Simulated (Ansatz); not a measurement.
Relaxation of C2H4SSi (8 atoms, charge 0, multiplicity 1), to a largest force component of 0.015 eV/Å in at most 40 steps.

Method: RKS BHLYP-D4/def2-SVP in Ansatz.

```xyz
8
Properties=species:S:1:pos:R:3:forces:R:3
C -1.377 2.019 -1.204 1.83 -2.17 0.95
Si -0.274 0.818 -0.731 -0.79 1.33 -1.11
C 0.607 -0.589 0.186 -0.62 0.36 0.73
S -0.454 -1.068 1.625 0.10 -0.25 -0.29
H -1.177 2.609 -2.090 -0.35 0.41 -0.11
H 1.582 -0.282 0.580 -0.05 0.02 -0.32
H 0.735 -1.478 -0.442 -0.11 0.18 0.03
H -0.428 0.130 2.213 0.00 0.12 0.12
```

Q: Where does it end, and by what steps?

A: The run converged. After 16 steps the energy has fallen by 0.667 eV; Si2 moved furthest, 0.65 Å.

```tsv
step	energy less start (eV)	largest force component (eV/Å)	accepted
0	0.0000	2.167	yes
1	-0.2132	1.708	yes
2	-0.3586	1.263	yes
3	-0.4830	1.587	yes
4	-0.5604	0.701	yes
5	-0.6068	0.449	yes
6	-0.6221	0.258	yes
7	-0.6096	0.963	no
8	-0.6301	0.083	yes
9	-0.6408	0.107	yes
10	-0.6521	0.445	yes
11	-0.6593	0.420	yes
12	-0.6647	0.115	yes
13	-0.6654	0.103	yes
14	-0.6671	0.074	yes
15	-0.6674	0.020	yes
16	-0.6675	0.013	yes
```

```xyz
8
Properties=species:S:1:pos:R:3
C -0.841 1.913 -1.133
Si -0.392 0.342 -1.153
C 0.585 -0.588 0.173
S -0.412 -0.990 1.640
H -1.334 2.784 -1.534
H 1.476 -0.016 0.437
H 0.915 -1.549 -0.226
H -0.783 0.263 1.935
```

The run took 40 s on 1 thread of Intel(R) Xeon(R) 6975P-C (Granite Rapids), with other jobs on the host, peak memory 0.18 GiB.
